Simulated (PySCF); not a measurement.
# Working out the ionisation energy of Pb

Pb [Xe] 4f14 5d10 6s2 6p2 (3P) → Pb⁺ [Xe] 4f14 5d10 6s2 6p1 (2P). Computed with PySCF 2.14 in def2-TZVPPD with the def2 core potential (60 electrons) (7s5p4d2f, 56 functions), with scalar relativity through the core potential. Frozen: nothing. Energies in hartree (1 hartree = 27.21139 eV):

```csv
part,Pb (lower),Pb⁺ (upper)
UHF,-191.835545,-191.594254
CCSD correlation,-0.397122,-0.384543
(T),-0.008769,-0.007816
```

Question: What does Hartree-Fock give?

Answer: (-191.594254) − (-191.835545) = 0.241291 hartree = 6.566 eV.

Question: What do CCSD and CCSD(T) give?

Answer: The CCSD correlation energies differ by 0.012579 hartree = 0.342 eV and the triples by 0.000953 hartree = 0.026 eV, so CCSD gives 6.908 eV and CCSD(T) 6.934 eV.

Reference: 7.417 eV (measured; NIST Atomic Spectra Database, ionization energies), between the lowest levels; spin-orbit coupling is absent from the calculation.

What remains against the reference includes basis incompleteness and higher excitations.
